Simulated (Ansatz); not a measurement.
(LiCl)3 ring (Li₃Cl₃). The state is a singlet with charge 0. Geometry PBE-D4/def2-SVP; atoms count from 1.

```xyz
6

Li    0.776    1.737    0.057
Cl   -1.368    1.921   -0.270
Li   -1.873   -0.196   -0.273
Cl   -0.968   -2.166   -0.071
Li    1.097   -1.541    0.216
Cl    2.336    0.245    0.341
```

Q: Estimate the Mulliken populations from the PBE0/def2-TZVP orbitals of Ansatz.

A: 
```json
{"atom": "Li1", "charge (e)": "0.73"}
{"atom": "Cl2", "charge (e)": "-0.73"}
{"atom": "Li3", "charge (e)": "0.73"}
{"atom": "Cl4", "charge (e)": "-0.73"}
{"atom": "Li5", "charge (e)": "0.73"}
{"atom": "Cl6", "charge (e)": "-0.73"}
```
Mulliken values depend strongly on the basis.
